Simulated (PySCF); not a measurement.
Species: C₅H₃ClF₂O.
Numbering: `[F:1][C:2]1=[CH:3][C@@:4]([F:5])([Cl:6])[CH:7]=[CH:8][O:9]1` (hydrogens: H10 on C3; H11 on C7; H12 on C8)

Computed geometry: GFN2-xTB, gas phase.

Task: Give the optimised bond lengths and angles.

Result: 
| bond | length (pm) |
| --- | --- |
| F1–C2 | 132.9 |
| C2=C3 | 133.0 |
| C3–C4 | 148.2 |
| C4–F5 | 137.1 |
| C4–Cl6 | 183.9 |
| C4–C7 | 148.5 |
| C7=C8 | 133.0 |
| C8–O9 | 135.6 |
| C2–O9 | 134.0 |
| C3–H10 | 107.5 |
| C7–H11 | 107.6 |
| C8–H12 | 107.9 |

A selection of angles:
| angle | degrees |
| --- | --- |
| F1–C2–C3 | 122.6 |
| F1–C2–O9 | 110.7 |
| C3–C2–O9 | 126.7 |
| C2–C3–C4 | 119.5 |
| C3–C4–F5 | 111.2 |
| C3–C4–Cl6 | 109.2 |
| C3–C4–C7 | 111.6 |
| F5–C4–Cl6 | 104.4 |
| F5–C4–C7 | 111.3 |
| Cl6–C4–C7 | 108.8 |
| C4–C7–C8 | 121.1 |
| C7–C8–O9 | 124.5 |
| C2–O9–C8 | 115.9 |

Dihedral angles: F1–C2–C3–C4 178° (antiperiplanar); C2–C3–C4–F5 133° (anticlinal); C3–C4–C7–C8 -8° (synperiplanar); C4–C7–C8–O9 2° (synperiplanar); C7–C8–O9–C2 4° (synperiplanar); F1–C2–O9–C8 175° (antiperiplanar).

The 6-membered ring C2–C3–C4–C7–C8–O9 has internal angles of 111.6° to 126.7°; it is slightly puckered (a soft mode that the optimisation may not have finished), 0.03 Å rms from its mean plane, widest ring torsion 8°. O9 (cyclic ether oxygen) is bent (angle 115.9°). The C–F distances run from 1.329 Å (F1–C2, drawn single) to 1.371 Å (C4–F5, drawn single), a spread of 0.042 Å. The C–C distances run from 1.330 Å (C7=C8, drawn double) to 1.485 Å (C4–C7, drawn single), a spread of 0.155 Å.

Point group: C1 (no symmetry element, even within 0.4 Å). No frequency check.
